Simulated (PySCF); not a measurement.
C4H5BCl2.
Atom-mapped SMILES: `[CH2:1]=[C:2]=[C:3]([CH3:4])[B:5]([Cl:6])[Cl:7]` (hydrogens: H8, H9 on C1; H10, H11, H12 on C4)

Torsions of this conformer, `[CH2:1]=[C:2]=[C:3]([CH3:4])[B:5]([Cl:6])[Cl:7]`: C2–C3–B5–Cl6 0°.

The closed-shell ground state was solved at several levels (PySCF, density fitting, gas phase, non-relativistic). Isolated species at its GFN2-xTB geometry, gas phase.

| level | basis functions | HOMO (eV) | LUMO (eV) | gap (eV) | dipole (D) |
| --- | --- | --- | --- | --- | --- |
| B3LYP/def2-SVPD | 194 | -7.61 | -2.05 | 5.56 | 1.99 |
| PBE0/def2-SVPD | 194 | -7.84 | -1.89 | 5.95 | 2.04 |

Q: Estimate the row for PBE0/pcSseg-1, a basis of 158 functions; the other rows only guide the guess.

A: HOMO -7.85 eV, LUMO -1.84 eV, gap 6.01 eV, dipole 2.14 D.

Q: Over all these levels, which gives the widest orbital gap and which the narrowest?

A: PBE0/pcSseg-1 (global hybrid, 25 % exact exchange) has the widest, 6.01 eV, and B3LYP/def2-SVPD (global hybrid, 20 % exact exchange) the narrowest, 5.56 eV. Functional and basis both differ between the two, so the spread mixes both effects.

Q: How far do the dipole and the HOMO energy spread over the levels?

A: The dipole runs from 1.99 to 2.14 D (mean 2.06 D) and the HOMO from -7.85 to -7.61 eV.
